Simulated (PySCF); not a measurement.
`C[B@@H-]1[NH2+][BH2-][PH2+]1`. The calculation used PBE0-D3(BJ)/def2-SVP geometry optimisation, gas phase (PySCF 2.14.0).

```
atom  x, y, z in Å
C1     1.9707    0.1694   -0.3822
B2     0.5508    0.4936    0.2720
N3    -0.1785   -0.7643    0.9683
B4    -1.6647   -0.6233    0.3804
P5    -1.0362    0.7200   -0.9350
H6     2.7121   -0.0911    0.3941
H7     1.9459   -0.6665   -1.1034
H8     2.3689    1.0460   -0.9175
H9     0.5057    1.4417    1.0401
H10    0.2514   -1.6461    0.6916
H11   -0.1463   -0.7263    1.9854
H12   -2.4028   -0.0827    1.1806
H13   -2.0919   -1.6525   -0.1049
H14   -0.9460    0.3380   -2.2951
H15   -1.6767    1.9752   -1.0206
```

Task: Where is the centre of mass (commonest isotopes), and what is the radius of gyration?

Result: Mass 89.074 u; centre at (-0.255, 0.136, -0.145) Å; Rg = √(Σ m r²/M) = 1.646 Å. As Ia + Ib + Ic = 2 Σ m r², the three principal moments sum to 482.4 u·Å².

Task: Which two atoms are farthest apart?

Result: H8···H12, 5.33 Å; the next longest distance is 5.28 Å.

Task: Work out the bond lengths C1–H8, B2–P5, N3–B4, P5–H14 in Å.

Result: For C1–H8 the difference vector is (0.3982, 0.8766, -0.5353) Å, of length 1.1016 Å. C1–H8 1.102; B2–P5 2.007; N3–B4 1.604; P5–H14 1.416 Å.

Task: What are the angles H6–C1–H8, P5–B2–H9, N3–B2–P5, N3–B2–H9, B2–N3–B4, N3–B4–P5?

Result: From the scalar product of the two bond vectors; for H6–C1–H8 it is -0.3487 Å² over 1.1046 × 1.1016 Å², cos θ = -0.2865. H6–C1–H8 106.7°; P5–B2–H9 105.2°; N3–B2–P5 89.4°; N3–B2–H9 108.5°; B2–N3–B4 101.1°; N3–B4–P5 90.5°.

Task: How far are the heavy atoms from their best plane (unweighted least squares)?

Result: 0.259 Å rms; C1 0.29, B2 0.47, N3 0.01, B4 0.16, P5 0.03 Å (magnitudes).

Task: Give the dihedral angles H12–B4–P5–H14, H11–N3–B4–P5, N3–B4–P5–H14, N3–B2–P5–B4, H8–C1–B2–N3, H10–N3–B4–P5.

Result: H12–B4–P5–H14 -140° (anticlinal); H11–N3–B4–P5 133° (anticlinal); N3–B4–P5–H14 108° (anticlinal); N3–B2–P5–B4 9° (synperiplanar); H8–C1–B2–N3 175° (antiperiplanar); H10–N3–B4–P5 -107° (anticlinal). Dihedral signs follow IUPAC: positive where, seen along the central bond, the front bond turns clockwise onto the rear one.

Task: How far apart are these pairs, which share no bond: C1···B4, B4···H8, P5···H6, H6···H10, H6···H11, H6···H14, H6···H15?

Result: C1···B4 3.798 Å (3 bonds apart); B4···H8 4.554 Å (4 bonds apart); P5···H6 4.059 Å (3 bonds apart); H6···H10 2.926 Å (4 bonds apart); H6···H11 3.333 Å (4 bonds apart); H6···H14 4.560 Å (4 bonds apart); H6···H15 5.053 Å (4 bonds apart).

Task: What is the repulsion energy of the bare nuclei, Σ ZA·ZB/RAB?

Result: 222.23 Eh over 105 pairs, with full nuclear charges and distances in bohr; the largest single term is 21.69 Eh (N3 with P5).

Task: Write the matrix of distances between heavy atoms (Å, lower triangle).

Result: 
```
C1    0.000
B2    1.597  0.000
N3    2.705  1.612  0.000
B4    3.798  2.483  1.604  0.000
P5    3.106  2.007  2.562  1.982  0.000
```

No PBE0-D3(BJ)/def2-SVP frequencies stand behind this structure, so it isn't proved a minimum. One conformer, not necessarily the lowest.
